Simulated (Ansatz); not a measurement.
The cluster B₆Os⁻. Total charge -1; doublet. Geometry PBE-D4/def2-SVPD; atoms count from 1.

```xyz
7

Os   -0.817   -0.830    0.527
B     1.296   -0.502    0.141
B     0.390   -0.495   -1.251
B     0.178    1.071    0.885
B     0.850   -0.172    1.649
B    -0.729    1.079   -0.507
B    -1.168   -0.151   -1.444
```

In the def2 sets Os takes a core potential; there is no spin–orbit coupling. No other spin state of charge -1 was run. Another isomer (doublet) lies 0.37 eV lower at PBE0-D4/def2-TZVPD; other spin states weren't run for this one.

Estimate the Mulliken populations from the PBE0/def2-TZVPD orbitals of Ansatz.


| atom | charge (e) | spin (α − β) | d electrons |
| --- | --- | --- | --- |
| Os1 | 0.44 | 0.67 | 6.65 |
| B2 | -0.40 | 0.08 | – |
| B3 | -0.41 | 0.07 | – |
| B4 | -0.41 | 0.07 | – |
| B5 | 0.09 | 0.02 | – |
| B6 | -0.40 | 0.08 | – |
| B7 | 0.09 | 0.02 | – |
Mulliken values and Mayer orders depend strongly on the basis. With diffuse functions, as here, like atoms can get unlike values, and bond orders can come out too low or too high.

Where does the spin sit?

Summed by element: Os 0.67, B 0.33, of 1 unpaired in all. Largest on single atoms: Os1 0.67, B2 0.08, B6 0.08.

And the Mayer bond orders between bonded heavy atoms (over 0.3)?

Os1–B2 0.89 (2.17 Å); Os1–B3 0.89 (2.17 Å); Os1–B4 0.89 (2.17 Å); Os1–B5 0.48 (2.11 Å); Os1–B6 0.89 (2.17 Å); Os1–B7 0.48 (2.11 Å); B2–B3 0.92 (1.66 Å); B2–B5 0.51 (1.61 Å); B3–B7 0.51 (1.61 Å); B4–B5 0.51 (1.61 Å); B4–B6 0.92 (1.66 Å); B6–B7 0.51 (1.61 Å). Values over 0.3 also appear between atoms too far apart for a bond (B2–B4 0.44 at 2.07 Å; B2–B6 0.51 at 2.65 Å; B3–B4 0.52 at 2.66 Å; B3–B6 0.44 at 2.07 Å; B5–B7 1.44 at 3.69 Å); they arise where an orbital or an unpaired electron spreads over both atoms.
